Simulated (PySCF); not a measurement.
A structure optimised at r2SCAN-D4/def2-SVP, used in a PySCF frequency run:

```xyz
6

Ga     0.1197     0.0698    -0.2611
F      1.7941    -0.3367    -0.5332
Cl    -0.7192    -0.4779     1.6154
N     -0.7798     0.9591    -1.5230
H     -1.7743     1.1428    -1.4631
H     -0.3972     1.1348    -2.4450
```
Charge 0, spin multiplicity 1.

Q: Write its SMILES and formula.

A: [NH2][Ga]([F])[Cl], ClFGaH2N

Q: What are its rotational constants (standard atomic weights)?

A: 5.9629, 2.8588, 1.9327 GHz
